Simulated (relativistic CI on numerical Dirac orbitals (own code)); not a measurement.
## What each ingredient does to the levels of Rb XXIV

Base calculation: Dirac-Coulomb-Breit CI, KLI orbitals optimised for each configuration, QED by a radiative potential, unscaled Slater integrals.

Configuration list (outside the closed core [Ne]): 3s2 3p2, 3s 3p3, 3s2 3p 3d, 3p4, 3s 3p2 3d, 3p3 3d, 3s 3p 3d2, 3s2 3d 4p, 3p3 4s, 3s2 3p 4s, 3s 3p 3d 4s, 3p3 4p, 3s2 3p 4p, 3s2 3p 4d, 3s 3p2 4s, 3p2 3d 4p, 3s2 3p 4f, 3s 3p2 4p, 3s 3p2 4d, 3s 3p2 4f, 3s2 3p 5s, 3s2 3p 5p, 3s2 4s 4p, 3s2 3p 5d, 3s2 3p 5f, 3s2 3p 5g, 3s 3p 4s2, 3s 3p2 5s, 3s2 3d2, 3s 3d3, 3p2 3d2, 3p 3d3, 3p 3d2 4s, 3p 3d2 4p, 3p 3d2 4d, 3s2 3d 4s, 3s 3d2 4s, 3s 3p 3d 4p, 3s 3d2 4p, 3s 3d 4s 4p, 3s 3d 4p2, 3s 3d 4p 4d, 3p2 3d 4s, 3p 3d 4s2, 3p 3d 4s 4p, 3p 3d 4s 4d, 3s2 4s2, 3s 3d 4s2, 3s2 4p2, 3s 3p 4s 4p, 3s 4s2 4p, 3s 4s 4p2, 3s 4s 4p 4d. Double excitations out of closed p, d and f shells are left out; levels of such configurations are missing from the list, as are those of other unlisted configurations, and high levels can miss mixing partners. These lack a partner that the ground configuration has and come out too high: 3s 3p2 4d, 3s 3p2 4f, 3s 3p2 5s, 3s2 3p 4f, 3s2 3p 5s.

The lowest level and the first level of each name with at least 55 % of one term (blank where a level has no safe partner in the second run):

```
          Level  Base (cm⁻¹)  Shift (cm⁻¹)
   3s2 3p2 3P_0            0             0
   3s2 3p2 3P_1        79176        -79176
   3s2 3p2 3P_2       107567       -107567
   3s2 3p2 1D_2       210882       -158547
   3s2 3p2 1S_0       285152       -160530
   3s 3p3 5S°_2       497575       -177290
   3s 3p3 3D°_1       610548       -160513
   3s 3p3 3D°_2       622271       -172236
   3s 3p3 3D°_3       652930       -202896
   3s 3p3 3P°_0       719488       -204422
   3s 3p3 3P°_1       729932       -214866
3s2 3p 3d 3F°_2       834512       -116796
   3s 3p3 3S°_1       841993       -179083
3s2 3p 3d 3F°_3       861767       -144051
```

At this charge energies of transitions that change n are usually good to better than 1 %, and those within a shell (Δn = 0) to a few per cent.

One thing was changed in a second run, which moved the levels as shown. Which?
A. valence Slater integrals scaled by 0.9
B. configuration mixing switched off
C. Breit term removed
D. QED terms removed
E. non-relativistic limit

E. Non-relativistic limit. Without relativity the fine structure collapses and s electrons lose their extra binding.

LS names give the leading component of a level, which can be under half, so a name can repeat, a term be missing and a line seem to break the LS rules.
